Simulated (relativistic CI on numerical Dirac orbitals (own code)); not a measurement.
Nb4+ (4d) in a crystal field

Calculated by Dirac-Coulomb-Breit CI, orbitals from a KLI potential per configuration, QED by a radiative potential, one configuration in a parametric crystal field, unscaled Slater integrals (own radial code).

Field parameters in Wybourne normalisation: Oh B⁴₀ = 21Dq, B⁴₄ = √(5/14) B⁴₀. The field is a parameter set, without covalency.

S and J are read from ⟨S²⟩ = S(S + 1) and ⟨J²⟩ = J(J + 1) of each level; they are not fictitious spins.

Oh, 10Dq = 7250 cm⁻¹, the lowest 3 levels:

| E (cm⁻¹) | Degeneracy | Irrep | S | J |
| --- | --- | --- | --- | --- |
| 0.0 | 4 | Γ8 | 0.50 | 1.84 |
| 1134 | 2 | Γ7 | 0.50 | 2.50 |
| 7784 | 4 | Γ8 | 0.50 | 2.24 |

Oh, 10Dq = 13050 cm⁻¹, the lowest 3 levels:

| E (cm⁻¹) | Degeneracy | Irrep | S | J |
| --- | --- | --- | --- | --- |
| 0.0 | 4 | Γ8 | 0.50 | 1.89 |
| 1094 | 2 | Γ7 | 0.50 | 2.50 |
| 13504 | 4 | Γ8 | 0.50 | 2.20 |

The free-ion ground term has S = 1/2. Every field shown keeps that spin.

Levels of this model without a field, named by their leading LS term: 2D_3/2 0, 2D_5/2 1734 cm⁻¹.
